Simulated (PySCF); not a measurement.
Au2H6S2Si3, SMILES [SiH2]([S][Au])[SiH2][SiH2][S][Au], multiplicity 1.

Coordinates come from a B3LYP-D3(BJ)/def2-SVP optimisation. The multiplicity is an assumed one; no other spin state was optimised. The def2 effective core potentials stand for the cores of Au; spin–orbit coupling is left out. The values are those of a single conformer.

Computed with PBE/def2-SVP in PySCF.

Isolated molecule, no solvent.

Computed frontier levels, gap, dipole moment and polarisability:
The highest occupied level is -5.60 eV and the lowest empty level comes out as -4.09 eV. The orbital gap comes out as 1.51 eV and the dipole moment is 1.45 D. The quadrupole, principal values (traceless, Buckingham form, about the centre of nuclear charge) is -16.10, -0.17, 16.26 D·Å and the mean static polarisability comes out as 205.6 bohr³ (30.47 Å³). The polarisability, principal values is 139.8, 226.1, 251.0 bohr³.
